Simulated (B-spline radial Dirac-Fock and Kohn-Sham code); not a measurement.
## Atomic SCF run for B

ΔSCF core binding energies without Breit or QED terms, calculated with a radial B-spline solver. Keys: rel is the Hamiltonian (dirac, or spin-free x2c and nr, where L3 and M5 stand for the whole 2p and 3d shells), method is hf or an exchange,correlation pair (spin-unpolarised, also for the hole states), nuc the nuclear model, radius_factor scales its radius, rmax is the box in bohr, h the logarithmic mesh step, order the B-spline order, points the quadrature points per cell, c_factor scales the speed of light, and damp, ndamp, maxit and tol steer the iteration. The run stops when the commutator error falls below 10·tol·max(1, Z/10), or the numerical noise floor, and the energy has settled to about 1e-8 Ha; the virial ratio is −V/T.

Input (task.json):

```json
{"items": [{"Z": 5, "q": 0, "cfg": [[1, 0, 2], [2, 0, 2], [2, 1, 1]], "A": 11, "rrms": 2.406, "do": "settings", "holes": ["K", "L3", "M5"],
  "settings": [{"rel": "dirac", "method": "hf", "nuc": "fermi", "radius_factor": 1.0, "rmax": 45.0, "h": 0.3, "order": 8, "points": 10, "c_factor": 1.0, "maxit": 100, "damp": 0.995, "ndamp": 100, "tol": 1e-08}]}]}
```

Command: `python xray2_run.py task.json out`

Ground-state iterations:

```
iter   energy (Ha)        error
   1      -24.00256847  1.89e-01
   2      -24.51907455  1.96e-02
   3      -24.51925199  1.94e-02
   4      -24.51942756  1.93e-02
   5      -24.51960129  1.92e-02
   6      -24.51977320  1.91e-02
   7      -24.51994331  1.89e-02
   8      -24.52011164  1.88e-02
   9      -24.52027820  1.87e-02
  10      -24.52044302  1.86e-02
  11      -24.52060611  1.85e-02
  12      -24.52076750  1.84e-02
  13      -24.52092720  1.82e-02
  14      -24.52108524  1.81e-02
  15      -24.52124162  1.80e-02
  23      -24.52243530  1.71e-02
  31      -24.52353306  1.63e-02
  39      -24.52454283  1.55e-02
  47      -24.52547186  1.47e-02
  55      -24.52632679  1.40e-02
  63      -24.52711370  1.33e-02
  71      -24.52783815  1.26e-02
  79      -24.52850522  1.20e-02
  87      -24.52911959  1.14e-02
  95      -24.52968553  1.08e-02
 100      -24.53001641  1.05e-02
```

The ground state had not converged after 100 iterations, with total energy -24.53002 Ha, virial ratio 1.99132 and highest orbital energy -8.31 eV. ΔSCF binding energies: K (1s) 200.8 eV (not all states converged, so these are not final). Holes are computed only in closed shells, and unreliable hole states are left out.

Problem. One setting is unsound. Which, and why?

Solution. damp is so close to 1 that the orbitals hardly move in each step. With the default settings (Dirac Hartree-Fock): The ground state converged in 10 iterations, with total energy -24.53655 Ha, virial ratio 1.99939 and highest orbital energy -8.43 eV. ΔSCF binding energies: K (1s) 200.9 eV. Holes are computed only in closed shells, and unreliable hole states are left out.
